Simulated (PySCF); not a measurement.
Start geometry of `[SiH3][O][GeH3]` from GFN2-xTB (Å):
```
atom  x, y, z in Å
Si1    1.603    0.140    0.288
O2     0.085    0.231   -0.364
Ge3   -1.611   -0.151   -0.236
H4     1.997   -1.235    0.457
H5     2.391    0.844   -0.727
H6     1.574    0.857    1.575
H7    -1.703   -1.644   -0.144
H8    -2.162    0.420   -1.488
H9    -2.115    0.523    1.031
```

Q: What comes out of this run: PySCF, PBE0-D3(BJ)/def2-SVP geometry optimisation, gas phase?

A: 
```
atom  x, y, z in Å
Si1    1.6237   -0.0907    0.3398
O2     0.1911    0.0335   -0.4809
Ge3   -1.5024   -0.4258   -0.1926
H4     1.9912   -1.5245    0.5666
H5     2.6869    0.5658   -0.4728
H6     1.5386    0.5822    1.6751
H7    -1.5829   -1.9597   -0.0748
H8    -2.2866    0.0868   -1.4075
H9    -1.9788    0.2433    1.1109
```

The energy falls by 4.7 kcal/mol over 8 energy and gradient evaluations, the largest force component goes from 0.0263 to 2.2e-04 Eh/bohr, and the atoms move by 0.147 Å rms after alignment. The bond that changes most is Si1–H4 (oxygen-bound silicon to Si–H hydrogen), which lengthens by 0.057 Å. Bonds longer at the end by more than 0.005 Å: 7 of 8; shorter: 0. Among the angles that change most is Si1–O2–Ge3, from 148.4° to 136.4°. Rotational constants go from 33620, 1951, 1929 to 28735, 2024, 1982 MHz. The orientation of the end geometry is arbitrary; only internal coordinates are fixed.

The run used 94 basis functions and 50 SCF cycles in all. The run took 22 s on Arm Neoverse V2, one thread, shared host with 48 logical CPUs at a one-minute load of 31, and the process peaked at 0.39 GiB of memory.

Not checked by PBE0-D3(BJ)/def2-SVP frequencies.
